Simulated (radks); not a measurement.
Problem. These are the eigenvalues of the occupied orbitals of an atom or ion with whole-number occupations (hartree). Calculated with a radial shooting solver on a logarithmic mesh with Libxc functionals: non-relativistic Kohn-Sham, LDA (Slater exchange, Perdew-Zunger correlation), spin-polarised, spherical densities, point nucleus.

| orbital | eigenvalue |
|---|---|
| 1s up | -10.94484 |
| 1s down | -10.94033 |
| 2s up | -1.21030 |
| 2s down | -1.20185 |
| 3s up | -0.29667 |

Which element is it, and in what charge state? The configuration may be excited. Open shells, if any, are filled with parallel spins first.

Solution. Z = 6, carbon, charge +1: C+ in [He] 2s2 3s1. The list shows which subshells hold electrons but not how many an open one holds; the 1s level, -10.945 hartree, gives Z - s = 4.7 by -(Z - s)^2/2, which with screening narrows Z to a few neighbours, and the depths of the outer levels then fix element, charge and occupations together.
